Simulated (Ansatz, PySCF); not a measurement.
C4H6BF, SMILES FB(C#C)CC. Atoms are numbered in the order given.

```xyz
12

C      1.6545     1.7794     0.3614
C      1.0569     0.7201     0.3082
B      0.2441    -0.5790     0.2085
F      0.8042    -1.6946     0.6721
C     -1.1941    -0.6627    -0.4028
C     -1.8078     0.6289    -0.9246
H      2.1925     2.7095     0.4139
H     -1.1488    -1.4339    -1.1960
H     -1.8338    -1.1252     0.3738
H     -1.8875     1.3850    -0.1285
H     -2.8169     0.4688    -1.3334
H     -1.1919     1.0714    -1.7224
```
Charge 0, spin multiplicity 1.

Coordinates come from a PBE0-D3(BJ)/def2-SVP optimisation. This is a generated structure with no PubChem entry under its InChIKey; it may be hypothetical. One conformer was computed; it need not be the lowest.

Two levels are set side by side: PBE-D3(BJ)/def2-SVP (Ansatz, a program for electronic structure) and PBE0-D3(BJ)/def2-SVP (Ansatz). Each level has its own optimised geometry; the coordinates shown are those of the second. Frequencies come from the Hessian of PySCF at each geometry. Differences are taken from unrounded values.

```tsv
quantity	PBE0-D3(BJ)
mean bond length (Å)	1.251
bond C1–C2 (Å)	1.217
bond C2–B3 (Å)	1.536
bond B3–F4 (Å)	1.332
bond B3–C5 (Å)	1.565
bond C5–C6 (Å)	1.522
bond C1–H7 (Å)	1.076
bond C5–H8 (Å)	1.107
bond C5–H9 (Å)	1.107
bond C6–H10 (Å)	1.101
bond C6–H11 (Å)	1.101
bond C6–H12 (Å)	1.101
highest harmonic wavenumber (cm⁻¹)	3476
mean harmonic wavenumber (cm⁻¹)	1337
zero-point energy (kcal/mol)	57.33
```

Question: What does PBE-D3(BJ) give, and how far is it from PBE0-D3(BJ)? (Estimate from the structure and the level; the computed values follow.)

Answer: 
```json
[
 {"quantity": "mean bond length (Å)", "PBE-D3(BJ)": "1.260", "PBE-D3(BJ) minus PBE0-D3(BJ)": "0.008"},
 {"quantity": "bond C1–C2 (Å)", "PBE-D3(BJ)": "1.230", "PBE-D3(BJ) minus PBE0-D3(BJ)": "0.012"},
 {"quantity": "bond C2–B3 (Å)", "PBE-D3(BJ)": "1.537", "PBE-D3(BJ) minus PBE0-D3(BJ)": "0.001"},
 {"quantity": "bond B3–F4 (Å)", "PBE-D3(BJ)": "1.345", "PBE-D3(BJ) minus PBE0-D3(BJ)": "0.014"},
 {"quantity": "bond B3–C5 (Å)", "PBE-D3(BJ)": "1.572", "PBE-D3(BJ) minus PBE0-D3(BJ)": "0.007"},
 {"quantity": "bond C5–C6 (Å)", "PBE-D3(BJ)": "1.531", "PBE-D3(BJ) minus PBE0-D3(BJ)": "0.009"},
 {"quantity": "bond C1–H7 (Å)", "PBE-D3(BJ)": "1.082", "PBE-D3(BJ) minus PBE0-D3(BJ)": "0.007"},
 {"quantity": "bond C5–H8 (Å)", "PBE-D3(BJ)": "1.116", "PBE-D3(BJ) minus PBE0-D3(BJ)": "0.009"},
 {"quantity": "bond C5–H9 (Å)", "PBE-D3(BJ)": "1.116", "PBE-D3(BJ) minus PBE0-D3(BJ)": "0.009"},
 {"quantity": "bond C6–H10 (Å)", "PBE-D3(BJ)": "1.109", "PBE-D3(BJ) minus PBE0-D3(BJ)": "0.008"},
 {"quantity": "bond C6–H11 (Å)", "PBE-D3(BJ)": "1.109", "PBE-D3(BJ) minus PBE0-D3(BJ)": "0.008"},
 {"quantity": "bond C6–H12 (Å)", "PBE-D3(BJ)": "1.109", "PBE-D3(BJ) minus PBE0-D3(BJ)": "0.008"},
 {"quantity": "highest harmonic wavenumber (cm⁻¹)", "PBE-D3(BJ)": "3392", "PBE-D3(BJ) minus PBE0-D3(BJ)": "-84"},
 {"quantity": "mean harmonic wavenumber (cm⁻¹)", "PBE-D3(BJ)": "1294", "PBE-D3(BJ) minus PBE0-D3(BJ)": "-43"},
 {"quantity": "zero-point energy (kcal/mol)", "PBE-D3(BJ)": "55.48", "PBE-D3(BJ) minus PBE0-D3(BJ)": "-1.85"}
]
```

GGA bonds tend to be longer and softer than those of functionals with exact exchange. Differences between two approximate levels are no errors against the true value.
